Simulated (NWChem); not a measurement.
borohydride (BH₄ anion); SMILES [BH4-]

```xyz
5

B      0.0001    -0.0002     0.0001
H     -0.8117    -0.8194    -0.4723
H      0.1554    -0.2243     1.2159
H     -0.4373     1.1562    -0.1562
H      1.0935    -0.1124    -0.5874
```
Atoms are numbered in this order, from 1.

Program: NWChem. Pople sets run with spherical d functions. Coordinates come from a B3LYP/def2-SVPD optimisation. Static field.

For level PBE/6-31+G*:

| Quantity | Value |
|---|---|
| isotropic polarisability (bohr³) | 29.9 |

Problem. How do the values read with level BHandHLYP/6-31+G* instead?

Solution. 
| Quantity | Result |
|---|---|
| isotropic polarisability (bohr³) | 26.2 |
